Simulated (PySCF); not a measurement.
trans-(1R,2R)-1-chloro-2-fluorocyclobutane (C4H6ClF), SMILES C1[C@@H](Cl)[C@H](F)C1. Atoms are numbered in the order given.

```xyz
12

F     -2.0172    -0.7509     0.1191
C     -1.0143     0.1739     0.2337
C     -1.0408     1.3784    -0.7251
C      0.5018     1.2490    -0.8333
C      0.3502    -0.2060    -0.3466
Cl     1.5936    -0.8859     0.7503
H     -0.9279     0.4760     1.2906
H     -1.4606     2.3211    -0.3481
H     -1.5449     1.1008    -1.6627
H      1.0236     1.8607    -0.0838
H      0.9712     1.3995    -1.8144
H      0.2205    -0.9108    -1.1795
```

Geometry: B3LYP-D3(BJ)/def2-SVP.

Method: TDDFT-M06-2X/def2-SVPD run with PySCF.

Vertical excitations. The molecule is in vacuum.

Computed excitation energies, oscillator strengths and character:
| state | energy (eV) | λ (nm) | f | main pairs |
|---|---|---|---|---|
| S1 | 7.21 | 172 | 0.002 | HOMO→LUMO 49 %, HOMO→LUMO+1 18 %, HOMO→LUMO+2 9 % |
| S2 | 7.24 | 171 | 0.004 | HOMO−1→LUMO 48 %, HOMO−1→LUMO+1 17 %, HOMO−1→LUMO+2 10 % |
| S3 | 8.42 | 147 | 0.018 | HOMO→LUMO+1 64 %, HOMO→LUMO 15 %, HOMO→LUMO+4 11 % |
| S4 | 8.47 | 146 | 0.032 | HOMO−1→LUMO+1 60 %, HOMO−1→LUMO+4 16 %, HOMO−1→LUMO 14 % |
| S5 | 8.69 | 143 | 0.035 | HOMO→LUMO+2 70 % |
| S6 | 8.76 | 141 | 0.011 | HOMO−2→LUMO 34 %, HOMO−1→LUMO+2 33 %, HOMO−2→LUMO+1 13 % |
| S7 | 8.87 | 140 | 0.016 | HOMO−1→LUMO+2 36 %, HOMO−2→LUMO 32 %, HOMO−3→LUMO 6 %, HOMO→LUMO+4 5 % |
| S8 | 8.93 | 139 | 0.078 | HOMO→LUMO+4 34 %, HOMO−1→LUMO+4 13 %, HOMO−3→LUMO 9 %, HOMO→LUMO 8 % |
| S9 | 9.02 | 137 | 0.008 | HOMO→LUMO+3 28 %, HOMO−1→LUMO+4 24 %, HOMO−1→LUMO+3 8 %, HOMO−2→LUMO+1 7 % |
| S10 | 9.09 | 136 | 0.021 | HOMO→LUMO+3 44 %, HOMO−2→LUMO+1 14 %, HOMO−1→LUMO+3 8 % |
| T1 | 6.69 | 185 | 0 | HOMO→LUMO 43 %, HOMO→LUMO+1 16 %, HOMO→LUMO+2 10 % |
| T2 | 6.71 | 185 | 0 | HOMO−1→LUMO 43 %, HOMO−1→LUMO+1 16 %, HOMO−1→LUMO+2 11 %, HOMO−1→LUMO+4 7 % |
| T3 | 8.33 | 149 | 0 | HOMO→LUMO+1 56 %, HOMO→LUMO+4 9 % |
| T4 | 8.34 | 149 | 0 | HOMO−3→LUMO 27 %, HOMO−2→LUMO 14 %, HOMO−3→LUMO+1 9 %, HOMO−2→LUMO+1 8 % |
Triplets are in the Tamm–Dancoff approximation, which puts them higher than full response would, so one can lie above its singlet here.
